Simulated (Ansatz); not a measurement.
Reactions of `CN=CS`.

Calculated with Ansatz (gas phase, PBE0-D4/def2-TZVP geometries, no zero-point term in ΔE). CBS: MP2 limit from def2 TZ/QZ plus the TZ coupled-cluster correction, frozen cores. This one scheme is used for every species. Double bonds are as drawn, so ΔE can hold a change between cis and trans. For Ge, Ti outer-core shells are correlated without core-valence functions, which leaves a few kJ/mol of doubt a bond. Scalar relativity is left out up to krypton. One conformer a species, not always the lowest.

```tsv
reaction	CCSD(T)/CBS(def2) (eV)
`C/N=C/S` + GeH₄ → `C/N=[CH]\[GeH3]` + H₂S	-0.04
`C/N=C/S` + `N[SiH3]` → `C/N=C/N[SiH3]` + H₂S	?
`C/N=C/S` + `[OH][Ti]([Cl])([Cl])[Cl]` → `C[O][Ti]([Cl])([Cl])[Cl]` + `N=CS`	0.07
`C/N=C/S` + `[F][AlH][SH]` → `C[S][AlH][F]` + `N=CS`	-0.02
```

**Question.** Fill in the missing values. (Estimate.)

**Answer.** Computed: `C/N=C/S` + `N[SiH3]` → `C/N=C/N[SiH3]` + H₂S: -0.33 eV.

Largest T1 diagnostic: 0.024, for `[OH][Ti]([Cl])([Cl])[Cl]`.
